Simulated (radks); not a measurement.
Species: Al4+. Configuration: [He] 2s2 2p5. All-electron calculation, non-relativistic Kohn-Sham, PBEsol, spin-polarised, spherical densities, point nucleus; open shells are filled with parallel spins first. Program: a radial shooting solver on a logarithmic mesh with Libxc functionals. Some entries of the table are withheld. Estimate them.

| orbital | occ. | eigenvalue (eV) | r(max) (bohr) | <r> (bohr) |
|---|---|---|---|---|
| 1s up | 1 | -1584.317 | 0.07881 | 0.1207 |
| 1s down | 1 | -1582.788 | 0.07877 | 0.1206 |
| 2s up | 1 | (1) | 0.4893 | 0.6045 |
| 2s down | 1 | (2) | 0.4908 | 0.6077 |
| 2p up | 3 | -139.9430 | 0.4152 | 0.5643 |
| 2p down | 2 | -136.7230 | 0.4176 | 0.5693 |

Answer. 
(1) 2s up eigenvalue (eV): -176.7112
(2) 2s down eigenvalue (eV): -173.8094
